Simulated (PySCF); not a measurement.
Compound: C4H8OSi2.
Atom-mapped SMILES: `[CH3:1][C:2](=[O:3])[SiH2:4][C:5]#[C:6][SiH3:7]` (hydrogens: H8, H9, H10 on C1; H11, H12 on Si4; H13, H14, H15 on Si7)

Torsions of this conformer, `[CH3:1][C:2](=[O:3])[SiH2:4][C:5]#[C:6][SiH3:7]`: C1–C2–Si4–C5 -11°.

The closed-shell ground state was solved at several levels (PySCF, density fitting, gas phase, non-relativistic). Isolated species at its PBE0-D3(BJ)/def2-SVP geometry (one conformer only).

| level | basis functions | HOMO (eV) | LUMO (eV) | gap (eV) | dipole (D) |
| --- | --- | --- | --- | --- | --- |
| PBE0/pcSseg-1 | 173 | -7.00 | -1.37 | 5.63 | 2.70 |
| B3LYP/def2-SVPD | 215 | -6.84 | -1.72 | 5.12 | 2.79 |

(1) What might wB97X-D/pcSseg-1 (173 basis functions) give for the same quantities?

(2) Over all these levels, which gives the widest orbital gap and which the narrowest?

(3) How far do the dipole and the HOMO energy spread over the levels?

Answers

(1) HOMO -8.85 eV, LUMO 0.45 eV, gap 9.30 eV, dipole 2.82 D.

(2) wB97X-D/pcSseg-1 (range-separated hybrid) has the widest, 9.30 eV, and B3LYP/def2-SVPD (global hybrid, 20 % exact exchange) the narrowest, 5.12 eV. Functional and basis both differ between the two, so the spread mixes both effects.

(3) The dipole runs from 2.70 to 2.82 D (mean 2.77 D) and the HOMO from -8.85 to -6.84 eV.
